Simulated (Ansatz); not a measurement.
Isolated molecules relaxed with PBE0-D4/def2-TZVP in Ansatz; ΔE leaves out vibrations. CBS: MP2 limit from def2 TZ/QZ plus the TZ coupled-cluster correction, frozen cores. DFT in def2-TZVPP. Each species was taken in one conformer, which may not be the lowest.

Consider the isomerisation: `C=N[SiH](C)Cl` → `N=C([SiH3])CCl`.

`C=N[SiH](C)Cl`:

Cartesian coordinates in Å:
```
C -1.969 0.569 0.836
N -0.886 0.903 0.294
Si 0.636 0.093 0.389
C 1.185 -0.383 -1.313
Cl 0.523 -1.614 1.562
H -2.869 1.177 0.688
H -2.087 -0.321 1.472
H 1.581 1.011 1.063
H 2.166 -0.860 -1.281
H 1.246 0.505 -1.946
H 0.475 -1.081 -1.763
```

`N=C([SiH3])CCl`:

```xyz
11

N    -0.606   -0.242    1.593
C    -0.167   -0.122    0.414
Si    0.270    1.653   -0.118
C     0.039   -1.231   -0.582
Cl   -0.397   -2.838    0.031
H    -0.817   -1.224    1.808
H    -0.937    2.505    0.008
H     0.728    1.652   -1.535
H     1.362    2.161    0.747
H    -0.561   -1.046   -1.476
H     1.087   -1.268   -0.889
```

```csv
level,ΔE (kcal/mol)
PBE,56.7
HF/def2-TZVPP,64.2
```

Task: What does CCSD(T)/CBS give? (Best estimate.)

Result: The calculation gave: +60.5 kcal/mol. The listed levels differ from it by -3.8, 3.7 kcal/mol.

Largest T1 diagnostic among the species: 0.012.

From PBE to PBE0 (25 % exact exchange), in def2-TZVPP and without D4, ΔE moves by +2.3 kcal/mol. In def2-TZVPP, CCSD(T) changes the Hartree–Fock value by −4.9 kcal/mol (the triples alone add −1.0 kcal/mol) and MP2 by −2.5 kcal/mol.
